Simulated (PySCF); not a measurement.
CH7AlO2Si.

```xyz
12

Al     0.2465    -0.1074     0.2024
O      1.5100    -0.7008     1.1812
H      2.0834    -1.4589     1.0415
O     -0.2036    -0.8341    -1.2636
C      0.0927    -1.8891    -2.1252
H      0.3730    -1.5107    -3.1254
H      0.9278    -2.5207    -1.7627
H     -0.7869    -2.5458    -2.2566
Si    -0.9428     1.8660     0.9621
H     -1.5420     1.6450     2.3148
H     -2.0468     2.2386     0.0266
H     -0.0201     3.0384     1.0716
```

Geometry optimised at B3LYP-D3(BJ)/def2-SVP. One conformer was computed; it need not be the lowest.

The numbers are results of PySCF with KT2/pcSseg-1, not measurements. Non-relativistic, no solvent.

Computed absolute GIAO shielding of each atom: isotropic value and principal components (ppm):
```csv
atom,σ(iso),σ11,σ22,σ33,span
Al1,448.0,396.4,442.8,504.6,108.2
O2,272.1,202.4,281.1,332.8,130.4
H3,28.8,21.4,22.4,42.6,21.2
O4,268.8,197.5,297.7,311.3,113.8
C5,127.1,94.9,104.8,181.7,86.8
H6,27.1,23.0,24.6,33.8,10.8
H7,26.9,22.4,24.9,33.4,11.0
H8,27.1,23.0,24.6,33.8,10.8
Si9,498.9,487.6,494.3,514.8,27.2
H10,28.1,25.0,25.9,33.5,8.5
H11,28.2,24.9,26.3,33.5,8.6
H12,28.1,25.0,25.9,33.5,8.4
```
